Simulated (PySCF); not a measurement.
## P (phosphorus, neutral): TPSS calculation

Configuration: [Ne] 3s2 3p3, high-spin 4S determinant. Computed with PySCF 2.14 in def2-TZVP (5s5p2d1f, 37 functions), with no relativity, point nucleus.

```
Total energy                                     : -341.2845 hartree
One-electron energy                              : -471.6073 hartree
Hartree (Coulomb) energy                         : 153.5289 hartree
Exchange-correlation energy                      : -23.2060 hartree
Kinetic energy                                   : 340.57390 hartree
⟨S²⟩                                             : 3.7504
⟨L²⟩                                             : 0.000
Sum of ⟨r⟩                                       : 14.90 bohr
Sum of ⟨r²⟩                                      : 29.83 bohr²
Density at the nucleus (Gaussians lack the cusp) : 2110 bohr⁻³
Spin density at the nucleus                      : 0.229 bohr⁻³
Langevin diamagnetic susceptibility              : -23.6 ×10⁻⁶ cm³/mol
Time after the integrals                         : 0.66 s of wall time on 1 thread of Neoverse-N1 (shared host)
```

| shell | electrons | mean orbital energy (eV) | rms radius, mean of both spins (bohr) |
| --- | --- | --- | --- |
| 1s α | 1 | -2085.2 | 0.120 |
| 1s β | 1 | -2084.9 | 0.120 |
| 2s α | 1 | -174.17 | 0.568 |
| 2s β | 1 | -173.87 | 0.568 |
| 2p α | 3 | -124.63 | 0.544 |
| 2p β | 3 | -124.19 | 0.544 |
| 3s α | 1 | -15.066 | 2.07 |
| 3s β | 1 | -11.861 | 2.07 |
| 3p α | 3 | -6.385 | 2.50 |
